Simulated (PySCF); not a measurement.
Ligand exchange on a metal centre used in film growth or etching (Ta OH-NH2). Isolated molecules, 0 K electronic values unless said otherwise. One relaxed conformer stands for each flexible species; it need not be the lowest.

The numbers are results of PySCF with B3LYP-D3(BJ)/def2-TZVP // BP86-D3(BJ)/def2-SVP, not measurements. All candidates: neutral, multiplicity 1. B3LYP has the VWN-RPA correlation part, as in Gaussian. 

| Item | Result |
|---|---|
| LUMO | -0.64 eV |
| HOMO–LUMO gap | 5.89 eV |
| HOMO | -6.54 eV |

Which member has these values?
(A) [Ta(OH)2(NH2)3]
(B) [Ta(OH)5]
(C) [Ta(OH)3(NH2)2]
(D) [Ta(OH)(NH2)4]

A, [Ta(OH)2(NH2)3]. The others give [Ta(OH)(NH2)4]: -0.79 eV, 5.47 eV, -6.26 eV; [Ta(OH)3(NH2)2]: -0.92 eV, 5.74 eV, -6.66 eV; [Ta(OH)5]: -1.24 eV, 7.08 eV, -8.32 eV
